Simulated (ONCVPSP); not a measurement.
**Varying the ONCV potential for molybdenum (Mo)**

Base potential:

ONCVPSP 4.0.1 input, shortened (lines: element, Z, core and valence counts, functional; n l f; lmax; l rc ep ncon nbas qcut; lloc lpopt rc5 dvloc0; l nproj debl; icmod fcfact rcfact), PBE, fully relativistic:

```
  Mo 42.00    6    3        4      upf
    1    0    2.00
    2    0    2.00
    2    1    6.00
    3    0    2.00
    3    1    6.00
    3    2   10.00
    4    0    2.00
    4    1    6.00
    4    2    3.00
    2
    0    1.05    0.00    4    7    5.80
    1    1.20    0.00    3    7    7.70
    2    1.70    0.00    3    6    5.80
    4    5    0.80   -1.00
    0    2    3.70
    1    2    0.90
    2    2    3.80
    3    4.25    1.10
```

Open shells are filled in proportion to 2j + 1.

In the p channel the program set the typed energies aside and used -2.542, 0.250 Ha (j = l + 1/2; the other j can differ).

All-electron outer shells of the reference configuration (PBE, scalar-relativistic, ld1.x):

```tsv
shell	level (eV)	outermost node (bohr)	outermost maximum (bohr)
4s	-96.30	0.51	0.99
4p	-70.02	0.52	1.06
4d	-32.91	0.53	1.32
```

Cutoffs, loose and tight: the cutoffs (Ha) at which the residual kinetic energy of the hardest occupied pseudo-wave falls to 1 and 0.1 mHa per electron. They do not see the model core or the augmentation charge, which bear on the density cutoff. Test errors are all-electron minus pseudo excitation energies from the reference, over the configurations 4s2 4p6 4d5 5s1; 4s2 4p6 4d5; 4s2 4p6 4d4; 4s1 4p6 4d5 5s1. A dash means not determined; rows that change the core or the reference have their own tests.

1 further variants are left out, since the program set their typed debl aside.

A true bound ghost makes a file unfit for plane-wave use even where its test errors are small: the radial tests pick states by their node count and pass the ghost by.

```tsv
change	outcome	cutoff, loose	cutoff, tight	bound ghosts	GHOST(+) flags above zero	largest test error (meV)
base	generated, projector energies reset by the program	87 Ha	108 Ha	s	p3/2, d5/2, p1/2, d3/2	-48
d: qcut 7.2	generated, projector energies reset by the program	87 Ha	108 Ha	s	p3/2, p1/2	-29
s: rc 0.86	generated, projector energies reset by the program	165 Ha	237 Ha	s	s, p3/2, d5/2, p1/2, d3/2	-54
s: nbas 8	generated, projector energies reset by the program	128 Ha	157 Ha	s	p3/2, d5/2, p1/2, d3/2	-51
functional PBEsol	generated, projector energies reset by the program	88 Ha	108 Ha	s	p3/2, d5/2, d3/2	-48
core [Kr], valence charge 6; reference 4d4; waves now s scattering state at 0.09 Ha: rc 1.45 bohr, ncon 4, nbas 7, qcut 5.6 1/bohr, 2 projectors, debl 2.9 Ha; p scattering state at 0.15 Ha: rc 1.65 bohr, ncon 4, nbas 7, qcut 4.9 1/bohr, 3 projectors, debl 2.2 Ha; 4d: rc 1.40 bohr, ncon 4, nbas 7, qcut 8 1/bohr, 2 projectors, debl 1 Ha; local potential polynomial inside 1.00 bohr (lpopt 5, dvloc0 0 Ha)	failed: ERROR pspot: first pseudo wave function has node, program will stop	–	–	–	–	–
```

Question: What comes out with this change to the base: local potential polynomial inside 1.00 bohr (lpopt 5, dvloc0 3 Ha)?

Answer: outcome: generated, projector energies reset by the program; cutoff, loose: 87 Ha; cutoff, tight: 108 Ha; bound ghosts: none; GHOST(+) flags above zero: s; largest test error (meV): -46.
